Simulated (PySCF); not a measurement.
A side-by-side comparison of computed properties.

First species: C₅H₁₁FO₂Si₂.
Z-matrix (Å and degrees, GFN2-xTB geometry), rows numbered from 1:
```
C 
C   1  1.5017
O   2  1.2005  1  125.38
O   2  1.3282  1  112.69  3  -179.77
Si  4  1.6675  2  120.60  1   178.43
C   5  1.9003  4  104.12  2  -176.65
Si  6  1.9032  5  106.01  4  -129.13
C   7  1.9239  6   99.16  5    -9.67
F   8  1.3937  7  111.26  6   156.26
C   8  1.5232  7  109.79  6    34.26
H   1  1.0877  2  109.16  3  -120.43
H   1  1.0856  2  110.08  3     0.59
H   1  1.0877  2  109.17  3   121.66
H   5  1.4612  4  109.32  2   -54.14
H   6  1.0868  5  112.15  4    -7.52
H   6  1.0859  5  110.66  4   110.85
H   7  1.4638  6  113.17  5   105.68
H   7  1.4643  6  113.34  5  -126.65
H   8  1.0964  7  111.24  6   -87.34
H  10  1.0902  5  114.30  4   -91.66
H  10  1.0934  5  110.11  4    28.39
```

Second species: C6H6F3OP.
SMILES: `O=[P@]1(C(F)=C(F)F)C=CCC1`

Levels: PBE0/pcSseg-1 for HOMO energy, LUMO energy and HOMO–LUMO gap. Geometries: GFN2-xTB. Each species is one conformer at its optimised geometry, gas phase, non-relativistic unless stated; the electronic structure was computed with PySCF and density fitting.

Values for the first species:

```
HOMO energy   : -8.05 eV
LUMO energy   : -0.06 eV
HOMO–LUMO gap : 7.99 eV
```

**Question.** Estimate the same properties for the second species, and the change in each.

**Answer.** 
```json
{"property": "HOMO energy", "first": "-8.05 eV", "second": "-7.57 eV", "second less first": "+0.48 eV"}
{"property": "LUMO energy", "first": "-0.06 eV", "second": "-1.05 eV", "second less first": "-0.99 eV"}
{"property": "HOMO–LUMO gap", "first": "7.99 eV", "second": "6.52 eV", "second less first": "-1.47 eV"}
```

